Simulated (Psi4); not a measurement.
Here is a job for Psi4.
```
memory 2 GB

molecule mol {
0 2
  C    -0.017114    0.138611   -1.259453
  Si    0.007741   -0.066092    0.572412
  H    -0.929594    0.229158   -1.822280
  H     0.880094    0.207405   -1.849264
  H     0.033502    1.243348    1.244482
  H    -1.197921   -0.778685    1.002944
  H     1.208229   -0.807607    0.967066
}

set basis 6-31g**
set reference uks

energy('b3lyp5')
print_variables()
```

Problem. Estimate the total energy that B3LYP5/6-31G** run with Psi4 returns for this input.

Solution. -330.4526 Eh

Problem. What is the computed nuclear repulsion energy (B3LYP5/6-31G**)?

Solution. 56.2975 Eh

Problem. What number of basis functions does B3LYP5/6-31G** give?

Solution. 59

These values belong to the state on which the SCF converged, which isn't shown to be the lowest.
